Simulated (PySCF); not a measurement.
Al2Cl3H3.
Atom-mapped SMILES: `[Cl:1][AlH-:2]1[Cl+:3][AlH2-:4][Cl+:5]1` (hydrogens: H6 on Al2; H7, H8 on Al4)

Jobs on this species (8 atoms, 80 electrons) with PySCF (density fitting). Hardware of each: one thread of an Arm Neoverse V1, no GPU, shared host. Other jobs ran on the host; a repeat could differ by tens of per cent or more. Peak memory is the resident size of the whole Python process, interpreter and libraries included.

Question: Rank these jobs by wall time, shortest first.
A. delta-SCF UKS HF, pcX-2 on the ionised atom, pcseg-1 elsewhere, spin-free X2C; ΔSCF core ionisation, 8 holes; 147 basis functions
B. delta-SCF UKS PBE, pcX-2 on the ionised atom, pcseg-1 elsewhere, spin-free X2C; ΔSCF core ionisation, 8 holes; 147 basis functions
C. PBE0-D3(BJ)/def2-SVP, grid level 1; geometry optimisation from a GFN2-xTB start shaken at random; 105 basis functions

Answer: B (18 s), A (30 s), C (54 s).

All jobs:

| level and settings | work | basis functions | SCF cycles | wall time | peak memory |
| --- | --- | --- | --- | --- | --- |
| delta-SCF UKS PBE, pcX-2 on the ionised atom, pcseg-1 elsewhere, spin-free X2C | ΔSCF core ionisation, 8 holes | 147 | 102 | 18 s | 0.50 GiB |
| delta-SCF UKS SCAN, pcX-1 on the ionised atom, pcseg-1 elsewhere, spin-free X2C | ΔSCF core ionisation, 8 holes | 127 | 96 | 21 s | 0.44 GiB |
| delta-SCF UKS SCAN, def2-TZVP on the ionised atom, pcseg-1 elsewhere, spin-free X2C | ΔSCF core ionisation, 8 holes | 124 | 96 | 23 s | 0.44 GiB |
| delta-SCF UKS SCAN, pcX-2 on the ionised atom, pcseg-1 elsewhere, non-relativistic | ΔSCF core ionisation, 8 holes | 147 | 99 | 25 s | 0.50 GiB |
| delta-SCF UKS SCAN, pcX-2 on the ionised atom, pcseg-1 elsewhere, spin-free X2C | ΔSCF core ionisation, 8 holes | 147 | 98 | 26 s | 0.47 GiB |
| delta-SCF UKS HF, pcX-2 on the ionised atom, pcseg-1 elsewhere, spin-free X2C | ΔSCF core ionisation, 8 holes | 147 | 81 | 30 s | 0.60 GiB |
| delta-SCF UKS PBE0, pcX-2 on the ionised atom, pcseg-1 elsewhere, spin-free X2C | ΔSCF core ionisation, 8 holes | 147 | 85 | 42 s | 0.63 GiB |
| delta-SCF UKS B3LYP, pcX-2 on the ionised atom, pcseg-1 elsewhere, spin-free X2C | ΔSCF core ionisation, 8 holes | 147 | 87 | 44 s | 0.63 GiB |
| PBE0-D3(BJ)/def2-SVP, grid level 1 | geometry optimisation from a GFN2-xTB start shaken at random | 105 | 71 | 54 s | 0.44 GiB |

Question: What do all jobs in the table cost together?

Answer: About 4.7 min; the longest takes about 19 % of that, and about 3 times as long as the shortest.
